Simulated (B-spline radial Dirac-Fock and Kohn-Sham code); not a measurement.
Binding energies of I⁺ at several levels of theory

System: iodine as I⁺, configuration [Kr] 4d10 5s2 5p4.

The density-functional columns are spherical, spin-unpolarised Dirac-Kohn-Sham results without Breit or QED terms: −ε is minus the orbital energy of the initial state and ΔSCF the difference of two total energies. The reference in the last column comes from Dirac-Fock energy differences between relaxed states, corrected for Breit and QED terms. All numbers are from an atomic code on a B-spline grid, in eV; a selection of levels is shown. The Kohn-Sham columns are given as differences from the reference. For the 1s level of heavy atoms much of the gap between ΔSCF and the reference is the Breit and QED part, -116.1 eV here; for other levels the error of the functional can be larger.

| level | LDA −ε − DF | LDA ΔSCF − DF | PBE −ε − DF | PBE ΔSCF − DF | Dirac-Fock |
| --- | --- | --- | --- | --- | --- |
| K | -256.0 | +105.2 | -219.4 | +143.0 | 33187.2 |
| L1 | -118.4 | -53.6 | -113.8 | -49.2 | 5213.9 |
| L2 | -87.9 | -7.0 | -86.2 | -5.4 | 4872.0 |
| L3 | -91.4 | -15.9 | -90.1 | -14.7 | 4577.2 |
| M1 | -59.0 | -36.9 | -57.6 | -35.6 | 1094.7 |
| M2 | -46.7 | -23.8 | -46.2 | -23.4 | 953.3 |
| M3 | -46.1 | -24.0 | -45.7 | -23.7 | 896.6 |
| M4 | -28.0 | -3.4 | -28.2 | -3.7 | 650.2 |
| M5 | -28.3 | -4.0 | -28.6 | -4.3 | 638.7 |
| N1 | -25.4 | -15.2 | -25.0 | -14.8 | 215.0 |
| N2 | -19.4 | -9.5 | -19.3 | -9.4 | 163.9 |
| N4 | -8.2 | +0.7 | -8.2 | +0.6 | 69.01 |
| N5 | -8.2 | +0.6 | -8.3 | +0.5 | 67.32 |
| O1 | -5.0 | +0.2 | -5.3 | -0.1 | 31.49 |
| O2,3 | -3.4 | +1.1 | -3.6 | +0.9 | 19.01 |

Values without a named source are computed, but for edge energies of neutral atoms, which are taken from tables.
